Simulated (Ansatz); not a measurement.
Problem. Name a neutral molecule of Br, C and H with size of the dipole moment (B3LYP/def2-TZVPP) between 2.05 and 2.35 D and HOMO–LUMO gap (PBE/def2-TZVPP) between 5.55 and 5.85 eV (Ansatz, PBE0-D4/def2-TZVP geometry).

Solution. `CCCBr` (2.14 D, 5.66 eV); `CCBr` (2.13 D, 5.66 eV). Other molecules can fit too; these were computed, each in one conformer that needn't be the lowest.

B3LYP here is the variant with VWN-RPA as its local correlation; programs differ in this.
